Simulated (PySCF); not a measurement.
B3LYP has the VWN-RPA correlation part, as in Gaussian. Excitations are Tamm–Dancoff values on a coarser integration grid. The basis has no diffuse functions, so Rydberg states are missing or too high.

Cartesian coordinates (Å):
SMILES: [Ga]([CH3])([SH])[CH3]
```xyz
11

C     -1.1193    -1.6249    -0.1952
Ga     0.2515    -0.2040    -0.2602
C     -0.0280     1.7539    -0.2597
S      2.3609    -0.9358    -0.3537
H     -1.7019    -1.6183    -1.1191
H     -1.8104    -1.4493     0.6311
H     -0.6679    -2.6087    -0.0767
H     -1.0808     2.0126    -0.1483
H      0.5356     2.2111     0.5551
H      0.3393     2.1785    -1.1959
H      2.9209     0.2849    -0.3946
```
Charge 0, multiplicity 1.

What brightest of the four lowest singlets (TDA), HOMO–LUMO gap, S1–T1 gap (TDA), dipole moment and LUMO does B3LYP-D3(BJ)/def2-TZVP (PySCF 2.14.0) give?


- brightest of the four lowest singlets (TDA) = 5.52 eV
- HOMO–LUMO gap = 6.11 eV
- S1–T1 gap (TDA) = 0.84 eV
- dipole moment = 0.405 e·Å
- LUMO = -0.92 eV
